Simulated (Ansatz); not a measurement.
Molecule: bis(prop-2-enyl)borinic acid, C$_{6}$H$_{11}$BO (charge 0, singlet). SMILES: C=CCB(O)CC=C
Structure (B3LYP-D3(BJ)/def2-TZVP (Ansatz, a first-principles code) minimum search):
```xyz
19

C      2.6472     1.5561     1.4393
C      1.6666     0.6691     1.5620
C      1.4977    -0.5579     0.7202
B      0.2099    -0.5519    -0.1959
O      0.3112    -1.1214    -1.4226
C     -1.1659     0.1094     0.2648
C     -2.3427    -0.3560    -0.5291
C     -2.7598     0.1748    -1.6766
H      2.6985     2.4351     2.0686
H      3.4357     1.4310     0.7056
H      0.9025     0.8439     2.3154
H      1.3905    -1.4333     1.3792
H      2.3872    -0.7374     0.1118
H     -0.5290    -1.0958    -1.9063
H     -1.0222     1.1910     0.1444
H     -1.3221    -0.0521     1.3346
H     -2.8468    -1.2459    -0.1607
H     -2.3005     1.0669    -2.0893
H     -3.5913    -0.2455    -2.2270
```

Parts of the frozen-core correlation energy in cc-pVTZ (Ansatz, hartree). Frozen orbitals: 8; correlated occupied orbitals by spin: 22 and 22; virtual: 364 and 364. No spin-orbit coupling. No relativistic terms.

| term | value |
|---|---|
| reference (HF) | -333.30480 |
| MP2 opposite-spin | … |
| MP2 same-spin | … |
| CCSD correlation | -1.39392 |
| (T) | … |
| T1 diagnostic | 0.012 |
| largest doubles amplitude | 0.054 |

Q: What belongs in the gaps?

A: 
- MP2 opposite-spin, value: -1.01988
- MP2 same-spin, value: -0.31287
- (T), value: -0.06106
